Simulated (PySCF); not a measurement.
SMILES [CH3][Be][O]C (C2H6BeO), singlet, CAM-B3LYP/def2-SVP optimised geometry.

```
10

Be    -0.54    -0.01     0.00
C     -2.21    -0.01     0.00
H     -2.63     1.02    -0.02
H     -2.63    -0.50     0.89
H     -2.63    -0.53    -0.88
O      0.85    -0.01     0.00
C      2.23    -0.01     0.00
H      2.63    -1.02    -0.19
H      2.63     0.67    -0.78
H      2.63     0.33     0.97
```

Density from PySCF 2.14.0 with CAM-B3LYP/def2-TZVP at that geometry.

Minimum of the electron density along straight lines between bonded atoms, close to the bond critical point (lines longer than 1.1 times the sum of covalent radii, or with two minima, are not listed):

```
bond    length / Å  ρ at the minimum / e bohr⁻³  ∇²ρ there / e bohr⁻⁵  position (fraction from the first atom)
------  ----------  ---------------------------  --------------------  ---------------------------------------
Be1–C2       1.673                        0.102                  0.34                                     0.34
C2–H3        1.103                        0.262                 -0.84                                     0.64
C2–H4        1.103                        0.262                 -0.84                                     0.64
C2–H5        1.103                        0.262                 -0.84                                     0.64
Be1–O6       1.390                   (withheld)            (withheld)                                     0.36
O6–C7        1.378                        0.269            (withheld)                                     0.66
C7–H8        1.104                        0.278                 -0.97                                     0.65
C7–H9        1.104                        0.278                 -0.97                                     0.65
C7–H10       1.104                        0.278                 -0.97                                     0.65
```

### Question
Fill in the missing entries.

### Answer

- Be1–O6, ρ at the minimum / e bohr⁻³: 0.134
- Be1–O6, ∇²ρ there / e bohr⁻⁵: 1.28
- O6–C7, ∇²ρ there / e bohr⁻⁵: -0.41
